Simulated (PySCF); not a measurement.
N-methyl-N-silylethenamine (C3H9NSi), SMILES C=CN(C)[SiH3].

The structure is a stationary point at B3LYP-D3(BJ)/def2-SVP. The values are those of a single conformer.

Two levels are set side by side: TDDFT-PBE/def2-SVPD (PySCF) and TDDFT-B3LYP/def2-SVPD (PySCF). Vertical, same geometry. The lowest singlet is HOMO→LUMO+1 93 % with PBE and HOMO→LUMO 80 %, HOMO→LUMO+1 13 % with the other functional; states are paired by order. Differences are taken from unrounded values.

```json
[
 {"quantity": "lowest singlet excitation (eV)", "TDDFT-B3LYP": "5.10", "TDDFT-PBE": "4.62", "TDDFT-PBE minus TDDFT-B3LYP": "-0.48"},
 {"quantity": "lowest triplet excitation (TDA) (eV)", "TDDFT-B3LYP": "3.90", "TDDFT-PBE": "3.85", "TDDFT-PBE minus TDDFT-B3LYP": "-0.05"},
 {"quantity": "first bright state (f over 0.05) (eV)", "TDDFT-B3LYP": "5.71", "TDDFT-PBE": "5.42", "TDDFT-PBE minus TDDFT-B3LYP": "-0.29"},
 {"quantity": "its oscillator strength", "TDDFT-B3LYP": "0.20", "TDDFT-PBE": "0.17", "TDDFT-PBE minus TDDFT-B3LYP": "-0.03"}
]
```

Functionals without exact exchange tend to place singlet excitations lower, as here. Differences between two approximate levels are no errors against the true value.

Rough cost on one machine, each run with all the roots and properties that it gave: TDDFT-B3LYP against TDDFT-PBE about 3 times.
